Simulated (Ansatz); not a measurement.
Calculated with Ansatz (gas phase, PBE0-D4/def2-TZVP geometries, no zero-point term in ΔE). CBS: MP2 limit from def2 TZ/QZ plus the TZ coupled-cluster correction, frozen cores. Functionals use def2-TZVPP. def2 core potentials past Kr. For Sn outer-core shells are correlated without core-valence functions, which leaves a few kJ/mol of doubt a bond. Each species was taken in one conformer, which may not be the lowest.

`O[CH]([SiH3])[SnH3]` → `CO[SiH2][SnH3]`  (isomerisation)

| level | ΔE (kJ/mol) |
| --- | --- |
| PBE0-D4 | -150.9 |
| ωB97X-V | -150.8 |
| ωB97M-V | -148.7 |
| HF/def2-TZVPP | -172.6 |
| HF/def2-QZVPP | -173.4 |
| SCS-MP2/def2-QZVPP | -150.2 |
| HF/CBS(def2) | -173.5 |
| CCSD/CBS(def2) | -151.7 |

Task: What does CCSD(T)/CBS give? (Estimate.)

Result: The calculation gave: -147.6 kJ/mol. The listed levels differ from it by -3.3, -3.2, -1.1, -25.0, -25.8, -2.6, -25.9, -4.1 kJ/mol.

Largest T1 diagnostic among the species: 0.013.

In def2-TZVPP, CCSD(T) changes the Hartree–Fock value by +25.6 kJ/mol (the triples alone add +4.1 kJ/mol) and MP2 by +25.4 kJ/mol. The D4 term adds +3.1 kJ/mol with B3LYP and +1.4 kJ/mol with PBE0; it sums over pairs of atoms, weighted by their polarisabilities, and B3LYP, whose exchange is more repulsive, gets the larger term.

B3LYP here is the variant with VWN-RPA as its local correlation; programs differ in this.
